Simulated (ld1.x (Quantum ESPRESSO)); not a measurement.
PBE TM dataset for phosphorus (P), non-relativistic all-electron reference.

ld1.x (Quantum ESPRESSO) 7.5 input, shortened:

```
&input
   title='P', zed=15., rel=0, dft='PBE', iswitch=3,
   config='[Ne] 3s1.5 3p3.5'
 /
 &inputp
   pseudotype=2, tm=.true., lloc=0,
   nlcc=.true., rcore=0.65
 /
2
3P  2  1   3.50   0.00  1.25  1.25  0.0
3S  1  0   1.50   0.00  1.35  1.35  0.0
 &test
   configts(1)='3s1.5 3p3.5'
 /
```

- Cutoffs needed: 70 Ry and 110 Ry (the cutoffs (Ry, on a coarse ladder) from which the occupation-weighted sum of valence levels, in a spherical-Bessel basis at the reference potential, stays within 10 and 1 mRy of its value at 400 Ry)
- Ghost test: no extra level below or beside the all-electron valence levels (p, s, d, f tested) (spherical-Bessel basis up to 400 Ry, 20 bohr box)
- Largest excitation error: +103 meV (all-electron minus pseudo) for 3s1 3p0, out of 7 test configurations
